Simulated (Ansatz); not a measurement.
Harmonic vibrations of AsBr₃, SMILES `Br[As](Br)Br` by finite differences.

```yaml
crystal:
  periodic: [false, false, false]
  atoms:
    - {symbol: Br, position_ang: [0.779048, 0.506430, 1.865853]}
    - {symbol: As, position_ang: [-0.764285, -0.142467, 0.239512]}
    - {symbol: Br, position_ang: [0.404738, -1.898771, -0.758780]}
    - {symbol: Br, position_ang: [-0.419491, 1.534799, -1.346586]}
basis:
  gaussian: {orbitals: def2-TZVP}
hamiltonian: {xc: pbe0, dispersion: d4}
phonons: {temperatures: {t_min: 298.15, t_max: 900, t_step: 200}}
```

```sh
$ ansatz run in.yaml --threads 4 --pin off --events-out ev --progress --plain --max-ram 10444MiB
```

It prints (some lines left out):

```
Functional definition: PBE0
mean field -270951.43211588 eV, -9957.2814727817 hartree, gradient 3.9e-5 eV, S^2 0.000000; 0 other end points of the search recorded, 0 dependent functions left out
mean field -270951.43211153 eV, -9957.2814726217 hartree, gradient 2.7e-6 eV, S^2 0.000000; 0 other end points of the search recorded, 0 dependent functions left out
mean field -270951.43208104 eV, -9957.2814715014 hartree, gradient 2.2e-6 eV, S^2 0.000000; 0 other end points of the search recorded, 0 dependent functions left out
mean field -270951.43207138 eV, -9957.2814711463 hartree, gradient 1.5e-6 eV, S^2 0.000000; 0 other end points of the search recorded, 0 dependent functions left out
mean field -270951.43213624 eV, -9957.2814735298 hartree, gradient 1.9e-6 eV, S^2 0.000000; 0 other end points of the search recorded, 0 dependent functions left out
mean field -270951.43207203 eV, -9957.2814711702 hartree, gradient 3.1e-6 eV, S^2 0.000000; 0 other end points of the search recorded, 0 dependent functions left out
mean field -270951.43207661 eV, -9957.2814713386 hartree, gradient 3.1e-6 eV, S^2 0.000000; 0 other end points of the search recorded, 0 dependent functions left out
mean field -270951.43207294 eV, -9957.2814712034 hartree, gradient 3.2e-6 eV, S^2 0.000000; 0 other end points of the search recorded, 0 dependent functions left out
mean field -270951.43207392 eV, -9957.2814712397 hartree, gradient 2.1e-6 eV, S^2 0.000000; 0 other end points of the search recorded, 0 dependent functions left out
mean field -270951.43210903 eV, -9957.2814725297 hartree, gradient 2.1e-6 eV, S^2 0.000000; 0 other end points of the search recorded, 0 dependent functions left out
mean field -270951.43210060 eV, -9957.2814722201 hartree, gradient 1.6e-6 eV, S^2 0.000000; 0 other end points of the search recorded, 0 dependent functions left out
mean field -270951.43204741 eV, -9957.2814702652 hartree, gradient 2.2e-6 eV, S^2 0.000000; 0 other end points of the search recorded, 0 dependent functions left out
mean field -270951.43213801 eV, -9957.2814735949 hartree, gradient 2.5e-6 eV, S^2 0.000000; 0 other end points of the search recorded, 0 dependent functions left out
mean field -270951.43209036 eV, -9957.2814718439 hartree, gradient 1.4e-6 eV, S^2 0.000000; 0 other end points of the search recorded, 0 dependent functions left out
mean field -270951.43212243 eV, -9957.2814730222 hartree, gradient 1.8e-6 eV, S^2 0.000000; 0 other end points of the search recorded, 0 dependent functions left out
Total energy: -270951.61849827 eV, -9957.2883222081 hartree
Atom 0 at     0.779048     0.506430     1.865853 Å, force    -0.000218    -0.000107    -0.000322 eV/Å
Atom 1 at    -0.764285    -0.142467     0.239512 Å, force     0.000412     0.000065    -0.000197 eV/Å
Atom 2 at     0.404738    -1.898771    -0.758780 Å, force    -0.000183     0.000377     0.000199 eV/Å
Atom 3 at    -0.419491     1.534799    -1.346586 Å, force    -0.000012    -0.000335     0.000320 eV/Å
Dipole moment:    -0.217160    -0.040484     0.068022 e Å
Vibrations: 93.64 93.64 128.15 289.84 289.85 296.95 cm⁻¹, zero-point energy 0.073899 eV
```

Run time 98 s (4 threads of an Arm Neoverse N1 on a shared host); peak host memory 0.67 GiB.
